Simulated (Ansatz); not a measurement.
CH$_{6}$BNSi, SMILES `B[SiH2]N=C`. Total charge 0; spin multiplicity 1. Geometry: relaxed with PBE0-D4/def2-TZVP. It is one conformer, not always the lowest.

```xyz
10

B    -1.259    1.436    0.837
Si    0.447    0.497    0.360
N     0.220   -1.215    0.098
C     0.479   -1.808   -0.980
H    -1.232    2.614    1.044
H    -2.311    0.878    0.932
H     1.397    0.640    1.501
H     1.068    1.157   -0.839
H     0.300   -2.885   -1.078
H     0.891   -1.313   -1.876
```

Question: What is the dipole moment at r2SCAN/def2-TZVPP? (Estimate.)

Answer: Computed: 1.18 D, with components (0.12, 0.04, -1.17) D in this frame, pointing from negative to positive charge.

Question: And with PBE, B3LYP, ωB97M-V? (An estimate is asked.)

Answer: Ansatz gave: PBE 1.12 D, B3LYP 1.22 D, ωB97M-V 1.27 D.

Question: Give the Mulliken charges with r2SCAN, ωB97M-V, B3LYP in def2-TZVPP. (Estimate.)

Answer: The calculation gave: 
| atom | r2SCAN | ωB97M-V | B3LYP |
| --- | --- | --- | --- |
| B1 | -0.04 | -0.16 | -0.07 |
| Si2 | 0.37 | 0.24 | 0.31 |
| N3 | -0.33 | -0.30 | -0.27 |
| C4 | 0.02 | -0.08 | -0.10 |
| H5 | 0.01 | 0.09 | 0.05 |
| H6 | 0.03 | 0.10 | 0.07 |
| H7 | -0.08 | -0.03 | -0.07 |
| H8 | -0.11 | -0.06 | -0.10 |
| H9 | 0.07 | 0.11 | 0.10 |
| H10 | 0.05 | 0.09 | 0.08 |

B3LYP here is the variant with VWN-RPA as its local correlation; programs differ in this.
